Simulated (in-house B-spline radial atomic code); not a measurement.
Successive ionisation energies of lead; each step leads to the configuration of the next row (after the last: [Ar] 3d10). NIST's values go from ground level to ground level; the uncertainty of those that are theory runs from under 0.1 % in few-electron ions to several per cent in heavy many-electron ones. Computed with an all-electron radial atomic-structure program (B-spline basis): non-relativistic Hartree-Fock, average of the configuration, point nuclei.

This level leaves out relativity, spin-orbit splitting included, which matters for heavy ions.

```json
{"ion": "Pb35+", "configuration": "[Kr] 4d10 4f1", "ionisation energy (eV)": "1415.5", "tabulated value (eV)": "1430", "tabulated kind": "tabulated theory", "computed minus tabulated (eV)": "-14", "highest orbital": "4f", "largest mean radius (bohr)": "0.3959"}
{"ion": "Pb36+", "configuration": "[Kr] 4d10", "ionisation energy (eV)": "1715.1", "tabulated value (eV)": "1704", "tabulated kind": "tabulated theory", "computed minus tabulated (eV)": "11", "highest orbital": "4d", "largest mean radius (bohr)": "0.3938"}
{"ion": "Pb37+", "configuration": "[Kr] 4d9", "ionisation energy (eV)": "1774.1", "tabulated value (eV)": "1760", "tabulated kind": "tabulated theory", "computed minus tabulated (eV)": "14", "highest orbital": "4d", "largest mean radius (bohr)": "0.39202"}
{"ion": "Pb38+", "configuration": "[Kr] 4d8", "ionisation energy (eV)": "1833.6", "tabulated value (eV)": "1819", "tabulated kind": "tabulated theory", "computed minus tabulated (eV)": "15", "highest orbital": "4d", "largest mean radius (bohr)": "0.39024"}
{"ion": "Pb39+", "configuration": "[Kr] 4d7", "ionisation energy (eV)": "1893.8", "tabulated value (eV)": "1884", "tabulated kind": "tabulated theory", "computed minus tabulated (eV)": "10", "highest orbital": "4d", "largest mean radius (bohr)": "0.38848"}
{"ion": "Pb40+", "configuration": "[Kr] 4d6", "ionisation energy (eV)": "1954.6", "tabulated value (eV)": "1945", "tabulated kind": "tabulated theory", "computed minus tabulated (eV)": "10", "highest orbital": "4d", "largest mean radius (bohr)": "0.38673"}
{"ion": "Pb41+", "configuration": "[Kr] 4d5", "ionisation energy (eV)": "2016.0", "tabulated value (eV)": "2004", "tabulated kind": "tabulated theory", "computed minus tabulated (eV)": "12", "highest orbital": "4d", "largest mean radius (bohr)": "0.385"}
{"ion": "Pb42+", "configuration": "[Kr] 4d4", "ionisation energy (eV)": "2078.0", "tabulated value (eV)": "2101", "tabulated kind": "tabulated theory", "computed minus tabulated (eV)": "-23", "highest orbital": "4d", "largest mean radius (bohr)": "0.38327"}
{"ion": "Pb43+", "configuration": "[Kr] 4d3", "ionisation energy (eV)": "2140.6", "tabulated value (eV)": "2163", "tabulated kind": "tabulated theory", "computed minus tabulated (eV)": "-22", "highest orbital": "4d", "largest mean radius (bohr)": "0.38156"}
{"ion": "Pb44+", "configuration": "[Kr] 4d2", "ionisation energy (eV)": "2203.8", "tabulated value (eV)": "2230", "tabulated kind": "tabulated theory", "computed minus tabulated (eV)": "-26", "highest orbital": "4d", "largest mean radius (bohr)": "0.37986"}
{"ion": "Pb45+", "configuration": "[Kr] 4d1", "ionisation energy (eV)": "2267.6", "tabulated value (eV)": "2292", "tabulated kind": "tabulated theory", "computed minus tabulated (eV)": "-24", "highest orbital": "4d", "largest mean radius (bohr)": "0.37817"}
{"ion": "Pb46+", "configuration": "[Ar] 3d10 4s2 4p6", "ionisation energy (eV)": "2507.4", "tabulated value (eV)": "2543", "tabulated kind": "tabulated theory", "computed minus tabulated (eV)": "-36", "highest orbital": "4p", "largest mean radius (bohr)": "0.3765"}
{"ion": "Pb47+", "configuration": "[Ar] 3d10 4s2 4p5", "ionisation energy (eV)": "2569.0", "tabulated value (eV)": "2605", "tabulated kind": "tabulated theory", "computed minus tabulated (eV)": "-36", "highest orbital": "4p", "largest mean radius (bohr)": "0.37505"}
{"ion": "Pb48+", "configuration": "[Ar] 3d10 4s2 4p4", "ionisation energy (eV)": "2631.1", "tabulated value (eV)": "2671", "tabulated kind": "tabulated theory", "computed minus tabulated (eV)": "-40", "highest orbital": "4p", "largest mean radius (bohr)": "0.37361"}
{"ion": "Pb49+", "configuration": "[Ar] 3d10 4s2 4p3", "ionisation energy (eV)": "2693.6", "tabulated value (eV)": "2735", "tabulated kind": "tabulated theory", "computed minus tabulated (eV)": "-41", "highest orbital": "4p", "largest mean radius (bohr)": "0.37218"}
{"ion": "Pb50+", "configuration": "[Ar] 3d10 4s2 4p2", "ionisation energy (eV)": "2756.6", "tabulated value (eV)": "2965", "tabulated kind": "tabulated theory", "computed minus tabulated (eV)": "-208", "highest orbital": "4p", "largest mean radius (bohr)": "0.37077"}
{"ion": "Pb51+", "configuration": "[Ar] 3d10 4s2 4p1", "ionisation energy (eV)": "2820.0", "tabulated value (eV)": "3036", "tabulated kind": "tabulated theory", "computed minus tabulated (eV)": "-216", "highest orbital": "4p", "largest mean radius (bohr)": "0.36937"}
{"ion": "Pb52+", "configuration": "[Ar] 3d10 4s2", "ionisation energy (eV)": "2971.1", "tabulated value (eV)": "3211", "tabulated kind": "tabulated theory", "computed minus tabulated (eV)": "-240", "highest orbital": "4s", "largest mean radius (bohr)": "0.36798"}
{"ion": "Pb53+", "configuration": "[Ar] 3d10 4s1", "ionisation energy (eV)": "3037.1", "tabulated value (eV)": "3282.1", "tabulated kind": "semi-empirical", "computed minus tabulated (eV)": "-245", "highest orbital": "4s", "largest mean radius (bohr)": "0.3663"}
```
